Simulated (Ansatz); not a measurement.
C8H14ClNOZr, SMILES `C[O][Zr]1234([Cl])([N](C)C)[C@H]5[C@@H]1[C@@H]2[C@@H]3[C@H]54` at its PBE0-D4/def2-TZVP geometry, where that method's forces vanish. The species carries charge 0 and has multiplicity 1. Zr takes the def2 core potential.

```xyz
26

C     1.6357   -0.8809    2.7278
O     1.2653   -0.1439    1.6112
Zr    0.0943    0.6800    0.3422
Cl    0.2826    3.0728    0.5708
N     0.9923    0.2744   -1.4338
C     2.0852   -0.6365   -1.6600
C     0.4550    0.8039   -2.6610
C    -1.6161   -1.1304    0.7410
C    -1.9241   -0.5572   -0.5123
C    -2.3513    0.7673   -0.2872
C    -2.3258    1.0060    1.1070
C    -1.8812   -0.1669    1.7406
H     2.4595   -1.5584    2.4785
H     0.7977   -1.4822    3.1013
H     1.9698   -0.2165    3.5314
H     2.9079   -0.1420   -2.1962
H     1.7769   -1.5031   -2.2653
H     2.4801   -1.0079   -0.7126
H     1.2220    1.3528   -3.2250
H    -0.3578    1.5104   -2.4653
H     0.0627    0.0116   -3.3179
H    -1.2461   -2.1323    0.9060
H    -1.8309   -1.0424   -1.4724
H    -2.6457    1.4816   -1.0428
H    -2.5750    1.9381    1.5910
H    -1.7329   -0.2981    2.8029
```

(1) What forces (eV/Å) does ωB97M-V/def2-TZVPP give on these atoms in Ansatz 0.2.0? (An estimate is asked.)

Answers

(1) The calculation gave: 
```
C1   0.156 -0.229  0.353
O2  -0.085  0.163 -0.242
Zr3  0.025 -0.058 -0.028
Cl4  0.007  0.121  0.011
N5  -0.112  0.045  0.299
C6   0.276 -0.198 -0.097
C7  -0.085  0.111 -0.306
C8   0.053 -0.152  0.005
C9  -0.040 -0.070 -0.117
C10 -0.044  0.096 -0.120
C11 -0.047  0.115  0.075
C12  0.022 -0.002  0.144
H13 -0.078  0.061  0.029
H14  0.062  0.053 -0.038
H15 -0.032 -0.067 -0.076
H16 -0.061 -0.043  0.041
H17  0.020  0.066  0.048
H18 -0.023  0.019 -0.060
H19 -0.063 -0.041  0.041
H20  0.034 -0.033 -0.009
H21  0.025  0.054  0.051
H22 -0.029  0.060 -0.010
H23 -0.001  0.031  0.057
H24  0.014 -0.047  0.047
H25  0.017 -0.063 -0.033
H26 -0.012  0.007 -0.067
```
